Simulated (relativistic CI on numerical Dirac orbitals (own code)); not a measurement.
## Radial parameters of Mo XVI

These numbers are calculated, not measured: Dirac-Coulomb-Breit CI, separate exchange-only KLI orbitals for each configuration, model QED (radiative potential, 1s self-energy scaled to tabulated hydrogen-like ionisation energies), unscaled Slater integrals (own radial code, finite nucleus).

Slater integrals F^k, G^k are unscaled and averaged over j, outside the closed core [Ne]; ζ comes from projecting the Hamiltonian with its Breit term on Σ l·s of the shell.

- 3s2.3p6.3d9: ζ(3d) = 10721 cm⁻¹; <r>(3d) = 0.3957, <r^2>(3d) = 0.1856 (bohr units).
- 3s2.3p5.3d10: ζ(3p) = 98115 cm⁻¹; <r>(3p) = 0.4194, <r^2>(3p) = 0.2039 (bohr units).
- 3s2.3p6.3d8.4s: F^2(3d,3d) = 255580, F^4(3d,3d) = 163290, ζ(3d) = 11087, G^2(3d,4s) = 25301 cm⁻¹; <r>(3d) = 0.3898, <r^2>(3d) = 0.1799, <r>(4s) = 0.9119, <r^2>(4s) = 0.9324 (bohr units).

(1) Give the Racah parameters of the d shell in 3s2.3p6.3d8.4s.

Averages of the first 10 configurations, taken without configuration mixing, which lowers the lowest level and can move excited configurations by several eV; other configurations of the list can lie among them:

```
    Configuration  Parity  States  Average energy above the lowest level (eV)
      3s2.3p6.3d9    even      10                                         1.4
     3s2.3p5.3d10     odd       6                                       173.1
      3s.3p6.3d10    even       2                                       278.7
   3s2.3p6.3d8.4s    even      90                                       234.4
   3s2.3p6.3d8.4p     odd     270                                       268.1
   3s2.3p6.3d8.4d    even     450                                       319.9
  3s2.3p6.3d7.4s2    even     120                                       484.4
   3s2.3p6.3d8.4f     odd     630                                       369.8
3s2.3p6.3d7.4s.4p     odd    1440                                       515.5
   3s2.3p5.3d9.4s     odd     120                                       403.1
```

Answers

(1) B = F²/49 − 5F⁴/441 = 3365 cm⁻¹ and C = 35F⁴/441 = 12959 cm⁻¹.
